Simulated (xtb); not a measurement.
Harmonic IR lines of one isomer of C$_{8}$H$_{10}$SSi, unscaled. Method: GFN2-xTB (xtb 6.7.1).

```tsv
wavenumber (cm⁻¹)	relative intensity
167	3.4
547	14
777	23
785	100
880	8.1
1018	3.5
1049	4.9
1222	3.7
1571	9.0
2244	51
2253	32
2266	39
2432	9.4
3029	3.5
3072	6.5
3087	4.2
3130	5.4
```

**Question.** Say which structure gives these lines.
A. `C=Cc1cc([SiH3])ccc1S`
B. `C=Cc1cc(S)ccc1[SiH3]`
C. `C=Cc1cc([SiH3])cc(S)c1`
D. `C=Cc1ccc([SiH3])c(S)c1`

**Answer.** A, `C=Cc1cc([SiH3])ccc1S`
